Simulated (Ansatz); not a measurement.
The cluster Zn₇Se₆I₂. Charge 0, multiplicity 1. Geometry r2SCAN-D4/def2-SVP.

Cartesian coordinates in Å:
```
Zn -2.286 0.264 0.036
Zn -0.424 -2.296 0.615
Zn 0.802 -2.683 -1.908
Zn -0.531 0.909 -2.102
Zn 1.313 1.671 -0.677
Zn 0.138 1.026 2.250
Zn 1.596 -0.491 -2.052
Se -1.988 2.544 -0.707
Se -1.624 -0.759 2.039
Se 1.591 -0.575 0.876
Se -0.334 -4.230 -0.616
Se 3.387 0.411 -0.452
Se -0.116 3.069 0.719
I -2.627 -0.847 -2.354
I 1.103 1.987 4.337
```

In the def2 sets I takes a core potential; there is no spin–orbit coupling. Single mean-field runs in def2-SVP, def2-TZVP are fitted with def2-universal-jkfit. Another isomer (singlet) lies 3.66 eV lower at PBE0-D4/def2-TZVP; other spin states weren't run for this one.

(1) Estimate the orbital energies around the gap (eV) in Ansatz with HF/def2-SVP, PBE-D4/def2-SVP, r2SCAN-D4/def2-SVP, PBE0-D4/def2-SVP, PBE0-D4/def2-TZVP.

Answers

(1) 
| orbital | HF/def2-SVP | PBE-D4/def2-SVP | r2SCAN-D4/def2-SVP | PBE0-D4/def2-SVP | PBE0-D4/def2-TZVP |
| --- | --- | --- | --- | --- | --- |
| HOMO−13 | -11.31 | -7.72 | -8.10 | -8.89 | -8.88 |
| HOMO−12 | -11.02 | -7.46 | -7.80 | -8.62 | -8.66 |
| HOMO−11 | -10.79 | -7.23 | -7.58 | -8.37 | -8.38 |
| HOMO−10 | -10.56 | -7.09 | -7.45 | -8.21 | -8.25 |
| HOMO−9 | -10.35 | -6.97 | -7.30 | -8.06 | -8.13 |
| HOMO−8 | -10.19 | -6.70 | -7.06 | -7.83 | -7.82 |
| HOMO−7 | -10.08 | -6.64 | -6.99 | -7.76 | -7.79 |
| HOMO−6 | -9.72 | -6.46 | -6.80 | -7.52 | -7.56 |
| HOMO−5 | -9.65 | -6.30 | -6.63 | -7.39 | -7.43 |
| HOMO−4 | -9.50 | -6.12 | -6.46 | -7.21 | -7.24 |
| HOMO−3 | -8.95 | -5.64 | -5.94 | -6.68 | -6.86 |
| HOMO−2 | -8.86 | -5.55 | -5.84 | -6.59 | -6.76 |
| HOMO−1 | -8.66 | -5.46 | -5.74 | -6.48 | -6.65 |
| HOMO | -7.99 | -5.40 | -5.68 | -6.28 | -6.39 |
| LUMO | -0.02 | -3.69 | -3.73 | -3.06 | -3.09 |
| LUMO+1 | 0.15 | -3.54 | -3.58 | -2.88 | -2.93 |
| LUMO+2 | 0.52 | -2.92 | -2.92 | -2.36 | -2.61 |
| LUMO+3 | 0.66 | -2.76 | -2.72 | -2.17 | -2.43 |
| LUMO+4 | 1.09 | -2.50 | -2.38 | -1.85 | -1.95 |
| LUMO+5 | 1.55 | -2.34 | -2.22 | -1.60 | -1.77 |
